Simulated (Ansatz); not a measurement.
Ansatz (an electronic-structure program) input (CCSDT/def2-SVP):

Ansatz 0.2 input:
```yaml
crystal:
  periodic: [false, false, false]
  atoms:
    - {symbol: Ti, position_ang: [0.14789685, 0.00787169, -0.02023071]}
    - {symbol: H, position_ang: [-0.14811705, -0.48549481, 1.56461960]}
    - {symbol: H, position_ang: [-1.55716139, 0.55491103, -0.43645310]}
    - {symbol: H, position_ang: [-1.54845231, -0.24259329, -0.68309084]}
basis:
  gaussian:
    orbitals: def2-SVP
total_charge: 1
magnetization: {spin_polarized: false}
correlation: {method: ccsdt, electrons: outside_noble_gas}
```

End of the output:

```
cycle   2  -3.00798128 eV  change   -3.3e-1 eV  update   4.7e-2
cycle   3  -3.14811676 eV  change   -1.4e-1 eV  update   3.2e-2
cycle   4  -3.20472042 eV  change   -5.7e-2 eV  update   1.9e-2
cycle   5  -3.22501021 eV  change   -2.0e-2 eV  update   9.4e-3
cycle   6  -3.23694407 eV  change   -1.2e-2 eV  update   7.0e-3
cycle   7  -3.24395353 eV  change   -7.0e-3 eV  update   5.1e-3
cycle   8  -3.25372069 eV  change   -9.8e-3 eV  update   3.3e-3
cycle   9  -3.25639716 eV  change   -2.7e-3 eV  update   2.2e-3
cycle  10  -3.25669116 eV  change   -2.9e-4 eV  update   1.5e-3
cycle  11  -3.25758023 eV  change   -8.9e-4 eV  update   1.1e-3
cycle  12  -3.25788286 eV  change   -3.0e-4 eV  update   7.6e-4
cycle  13  -3.25827716 eV  change   -3.9e-4 eV  update   6.1e-4
cycle  14  -3.25805613 eV  change    2.2e-4 eV  update   5.1e-4
cycle  15  -3.25790482 eV  change    1.5e-4 eV  update   3.9e-4
cycle  16  -3.25806592 eV  change   -1.6e-4 eV  update   3.1e-4
cycle  17  -3.25823894 eV  change   -1.7e-4 eV  update   2.4e-4
cycle  18  -3.25829585 eV  change   -5.7e-5 eV  update   1.8e-4
cycle  19  -3.25820797 eV  change    8.8e-5 eV  update   1.3e-4
cycle  20  -3.25815499 eV  change    5.3e-5 eV  update   9.9e-5
cycle  21  -3.25812526 eV  change    3.0e-5 eV  update   8.7e-5
cycle  22  -3.25810460 eV  change    2.1e-5 eV  update   7.6e-5
cycle  23  -3.25807019 eV  change    3.4e-5 eV  update   6.3e-5
cycle  24  -3.25803997 eV  change    3.0e-5 eV  update   5.3e-5
cycle  25  -3.25803713 eV  change    2.8e-6 eV  update   4.5e-5
cycle  26  -3.25804001 eV  change   -2.9e-6 eV  update   3.8e-5
cycle  27  -3.25805948 eV  change   -1.9e-5 eV  update   3.1e-5
cycle  28  -3.25806839 eV  change   -8.9e-6 eV  update   2.6e-5
cycle  29  -3.25806829 eV  change    9.6e-8 eV  update   2.0e-5
cycle  30  -3.25806248 eV  change    5.8e-6 eV  update   1.5e-5
cycle  31  -3.25805709 eV  change    5.4e-6 eV  update   1.2e-5
cycle  32  -3.25805865 eV  change   -1.6e-6 eV  update   8.1e-6
cycle  33  -3.25805984 eV  change   -1.2e-6 eV  update   6.3e-6
cycle  34  -3.25806081 eV  change   -9.6e-7 eV  update   4.9e-6
cycle  35  -3.25806190 eV  change   -1.1e-6 eV  update   3.9e-6
cycle  36  -3.25806272 eV  change   -8.2e-7 eV  update   3.3e-6
cycle  37  -3.25806451 eV  change   -1.8e-6 eV  update   2.7e-6
cycle  38  -3.25806394 eV  change    5.7e-7 eV  update   2.0e-6
cycle  39  -3.25806251 eV  change    1.4e-6 eV  update   1.6e-6
cycle  40  -3.25806085 eV  change    1.7e-6 eV  update   1.3e-6
cycle  41  -3.25806015 eV  change    7.0e-7 eV  update   1.0e-6
cycle  42  -3.25805999 eV  change    1.6e-7 eV  update   8.5e-7
cycle  43  -3.25805964 eV  change    3.5e-7 eV  update   7.5e-7
cycle  44  -3.25805938 eV  change    2.5e-7 eV  update   6.4e-7
coupled cluster: 0.10 GiB planned
Total energy: -23124.39091080 eV, -849.8056916969 hartree
```

The spin state was set by rule; other spins were not relaxed.
